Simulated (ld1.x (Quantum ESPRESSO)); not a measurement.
# How hard is this nickel (Ni) RRKJ potential?

* Element: Ni
* Generator: ld1.x (Quantum ESPRESSO) 7.5
* Type: norm-conserving RRKJ (Kleinman–Bylander form)
* Functional: PBEsol
* Relativity: scalar-relativistic
* Frozen core: [Ne]
* Valence charge: 18
* Reference configuration: 3s2 3p6 3d8 4s1.5 4p0 (charge +0.5)
* Partial waves: 3s (bound): rc 0.90 bohr; 3p (bound): rc 0.65 bohr; 3d (bound): rc 1.10 bohr
* Local potential: the d channel
* Core correction: none
* rho0: 0.001

Occupied shells without a wave of their own: 4s. They enter only through the test configuration that unscreens the potential.

The pseudo-atom Hamiltonian at the reference potential is diagonalised in spherical Bessel functions j_l(qr) that vanish at 20 bohr, with q² up to the cutoff. All-electron valence levels (Ry): 3s -8.4621, 4s -0.6833, 3p -5.5577, 4p -0.3081, 3d -0.9727.

**Question.** How do the lowest levels (Ry) of each channel move with the cutoff, and are there ghosts?

**Answer.**

```json
{"cutoff (Ry)": "8", "s #1": "-6.7828", "s #2": "-0.5315", "s #3": "-0.0893", "p #1": "-1.7069", "p #2": "-0.1477", "d #1": "-0.0463", "f #1": "0.0360", "f #2": "0.1477", "Σ f·Δε (mRy)": "34090.6"}
{"cutoff (Ry)": "25", "s #1": "-7.6935", "s #2": "-0.6545", "s #3": "-0.1065", "p #1": "-4.4364", "p #2": "-0.2605", "d #1": "-0.0542", "f #1": "0.0360", "f #2": "0.1477", "Σ f·Δε (mRy)": "15644.9"}
{"cutoff (Ry)": "50", "s #1": "-7.9633", "s #2": "-0.6615", "s #3": "-0.1073", "p #1": "-5.4159", "p #2": "-0.2995", "d #1": "-0.1022", "f #1": "0.0360", "f #2": "0.1477", "Σ f·Δε (mRy)": "8834.3"}
{"cutoff (Ry)": "100", "s #1": "-8.4025", "s #2": "-0.6738", "s #3": "-0.1086", "p #1": "-5.4815", "p #2": "-0.3026", "d #1": "-0.7438", "f #1": "0.0360", "f #2": "0.1477", "Σ f·Δε (mRy)": "2410.7"}
{"cutoff (Ry)": "180", "s #1": "-8.4620", "s #2": "-0.6753", "s #3": "-0.1088", "p #1": "-5.5338", "p #2": "-0.3036", "d #1": "-0.9717", "f #1": "0.0360", "f #2": "0.1477", "Σ f·Δε (mRy)": "152.7"}
{"cutoff (Ry)": "400", "s #1": "-8.4622", "s #2": "-0.6753", "s #3": "-0.1088", "p #1": "-5.5578", "p #2": "-0.3046", "d #1": "-0.9727", "f #1": "0.0360", "f #2": "0.1477", "Σ f·Δε (mRy)": "0.0"}
```

Result: no extra level below or beside the all-electron valence levels (s, p, d, f tested); 10 mRy is reached at 300 Ry and 1 mRy at over 300 Ry.

Its largest configuration-test error is +347 meV.
